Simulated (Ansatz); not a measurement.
B6N7H20⁺, a cluster cut from zinc blende BN (hydrogen-capped). Total charge 1; triplet. Geometry r2SCAN-D4/def2-SVP, that of the charge +1 singlet; atoms count from 1.

```xyz
33

N    -0.7262   -0.1893    2.2453
N     0.8358   -1.4118   -2.1167
N     1.3497   -0.5157    0.8297
N    -0.8993   -1.0585   -0.1584
N    -1.7167    1.2941    0.4814
N     0.3648    0.9250   -0.9825
N     0.5537    1.8184    1.4111
B    -0.4088   -2.0535   -1.3495
B    -0.0685   -1.1573    1.1373
B    -0.8873    1.3166    1.8075
B     1.0063    0.1681   -2.2727
B     1.2826    0.9623    0.2564
B    -1.0714    0.3896   -0.7056
H    -0.2077   -0.2554    3.1278
H    -1.6412   -0.5753    2.5019
H     0.7440   -1.7526   -3.0775
H     1.7110   -1.8428   -1.8125
H     1.9702   -0.5733    1.6428
H     1.8250   -1.1052    0.1405
H    -1.8221   -1.4676    0.0142
H    -2.6747    0.9738    0.6582
H    -1.8639    2.2460    0.1295
H     0.3049    1.8702   -1.3722
H     1.1547    1.8817    2.2397
H     0.5074    2.7952    1.1015
H    -0.0697   -3.1110   -0.8472
H    -1.3361   -2.1474   -2.1284
H     0.0276   -2.2749    1.5943
H    -1.3874    1.9974    2.6786
H     2.1930    0.4413   -2.3239
H     0.3698    0.5315   -3.2413
H     2.3850    1.4232    0.0575
H    -1.8044    0.4573   -1.6669
```

Single mean-field runs in def2-TZVP are fitted with def2-universal-jkfit. At PBE0-D4/def2-TZVP a singlet of charge 1 lies 6.68 eV below the triplet at the same geometry.

**Question.** Estimate the Mulliken populations of the heavy atoms from the PBE0/def2-TZVP orbitals of Ansatz.

**Answer.** 
```tsv
atom	charge (e)	spin (α − β)
N1	-0.20	-0.05
N2	-0.26	-0.03
N3	-0.08	-0.09
N4	-0.04	0.03
N5	-0.19	-0.03
N6	-0.04	0.03
N7	-0.20	-0.05
B8	-0.15	0.09
B9	-0.17	0.05
B10	-0.25	0.18
B11	-0.15	0.09
B12	-0.17	0.05
B13	-0.23	0.09
```
Mulliken values depend strongly on the basis.

**Question.** Where does the spin sit?

**Answer.** Summed by element: N -0.19, B 0.56, H 1.63, of 2 unpaired in all. Largest on single atoms: B10 0.18, H19 0.17, H18 0.16.

**Question.** And the Mayer bond orders between heavy atoms (over 0.3)?

**Answer.** N1–B9 0.84 (1.61 Å); N1–B10 0.82 (1.58 Å); N2–B8 0.88 (1.60 Å); N2–B11 0.88 (1.60 Å); N3–B9 0.84 (1.59 Å); N3–B12 0.84 (1.59 Å); N4–B8 0.84 (1.63 Å); N4–B9 0.84 (1.54 Å); N4–B13 0.85 (1.56 Å); N5–B10 0.83 (1.56 Å); N5–B13 0.84 (1.63 Å); N6–B11 0.84 (1.63 Å); N6–B12 0.84 (1.54 Å); N6–B13 0.85 (1.56 Å); N7–B10 0.82 (1.58 Å); N7–B12 0.84 (1.61 Å).
